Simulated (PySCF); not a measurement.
A calculated (UHF, PySCF 2.14, aug-cc-pVDZ, no relativity, point nucleus) atom or ion has these occupied shells.

```csv
shell,electrons,orbital energy (eV),"rms radius, mean of both spins (bohr)"
1s α,1,-740.40,0.204
1s β,1,-737.44,0.204
2s α,1,-65.479,1.06
2s β,1,-54.474,1.06
2p α,3,-40.719,1.11
2p β,1,-35.583,1.11
```

Problem. Name the element and its charge.

Solution. F⁺ (fluorine, charge +1), in [He] 2s2 2p4, high-spin 3P determinant.
